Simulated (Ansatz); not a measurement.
Ansatz (a quantum-chemistry and plane-wave program) job for CH5BrOSn, SMILES [SnH2]([O]C)[Br], PBE0/def2-SVPD. Geometry optimised at B3LYP-D3(BJ)/def2-SVP. The structure was generated by enumeration; whether it is a known compound was not checked. The def2 effective core potentials stand for the cores of Sn; spin–orbit coupling is left out. One conformer was computed; it need not be the lowest.

Ansatz 0.2 input:
```yaml
crystal:
  periodic: [false, false, false]
  atoms:
    - {symbol: Sn, position_ang: [0.24131806, -0.44007879, 0.72031498]}
    - {symbol: Br, position_ang: [0.68442958, 1.06265054, -1.25498219]}
    - {symbol: O, position_ang: [-1.53937736, -1.27258382, 0.43057545]}
    - {symbol: C, position_ang: [-2.69164155, -0.49297255, 0.20504117]}
    - {symbol: H, position_ang: [1.33528486, -1.74963653, 0.70310796]}
    - {symbol: H, position_ang: [0.19789152, 0.56478700, 2.11197856]}
    - {symbol: H, position_ang: [-2.92784073, 0.18252762, 1.05219357]}
    - {symbol: H, position_ang: [-3.54900621, -1.17504874, 0.07500700]}
    - {symbol: H, position_ang: [-2.61239929, 0.12704689, -0.70851032]}
basis:
  gaussian:
    orbitals: def2-SVPD
hamiltonian:
  xc: {name: PBE0}
```

It prints:

```
WARN ansatz: RAYON_NUM_THREADS=1 ignored (pool sized by the plan → 1); use --threads N
Functional definition: PBE0
integrals: 0.11 GiB planned
1566 factors; their error is unknown
mean field: 0.90 GiB planned
mean field evaluation 1: about -79016.3465 eV, gradient 5.1e1 eV
mean field evaluation 2: about -78986.7692 eV, gradient 1.3e2 eV
mean field evaluation 4: about -79021.6610 eV, gradient 7.9e0 eV
mean field evaluation 8: about -79021.7869 eV, gradient 8.3e-2 eV
mean field evaluation 16: about -79022.0155 eV, gradient 4.9e-5 eV
mean field -79022.01554831 eV, -2904.0055083546 hartree, gradient 4.9e-5 eV, S^2 0.000000; 0 other end points of the search recorded, 0 dependent functions left out
reference -79022.01558871 eV, -2904.0055098391 hartree; 38, 38 occupied and 118, 118 virtual orbitals, 1566 factors
Total energy: -79022.01558871 eV, -2904.0055098391 hartree
```

The run converged.
